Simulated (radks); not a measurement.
The numbers below are computed, except where a source is named.
Species: Co+. Configuration: [Ar] 3d8 (the NIST ground configuration).

Level of theory: non-relativistic Kohn-Sham, PBEsol, spin-polarised, spherical densities, point nucleus; open shells are filled with parallel spins first (a radial shooting solver on a logarithmic mesh with Libxc functionals).

Energy parts (Ry):
| part | energy |
|---|---|
| total | -2761.98090 |
| kinetic | 2759.62269 |
| electron-nucleus | -6578.77782 |
| Hartree | 1172.56816 |
| exchange-correlation | -115.39394 |

Orbitals (lengths in bohr, moments of r in powers of bohr; r(max) is where P^2 peaks):
orbital  occ.  eigenvalue (Ry)  <1/r>      <r>   r(max)
1s up       1        -552.0783  26.50  0.05694  0.03752
1s down     1        -552.0783  26.50  0.05694  0.03752
2s up       1        -65.01317  5.701   0.2590   0.2162
2s down     1        -64.93897  5.705   0.2588   0.2162
2p up       3        -56.48609  5.659   0.2264   0.1733
2p down     3        -56.43080  5.663   0.2262   0.1732
3s up       1         -7.60587  1.795   0.7877   0.6779
3s down     1         -7.45574  1.791   0.7891   0.6783
3p up       3         -5.06945  1.665   0.8275   0.6835
3p down     3         -4.92163  1.660   0.8300   0.6843
3d up       5         -0.96182  1.249    1.113   0.6740
3d down     3         -0.83037  1.220    1.158   0.6789

The highest occupied level is 3d down at -11.298 eV. The density falls to 0.001 e/bohr^3 at r = 3.41 bohr. Summed over all electrons, <r^2> = 20.85 bohr^2, which gives a Langevin (diamagnetic) susceptibility term of -16.5 x 10^-6 cm^3/mol.

Run on one thread of a shared host, so times are rough (Arm Neoverse N1): 0.18 s of CPU time, 0.18 s wall, 16 iterations on 2476 mesh points.
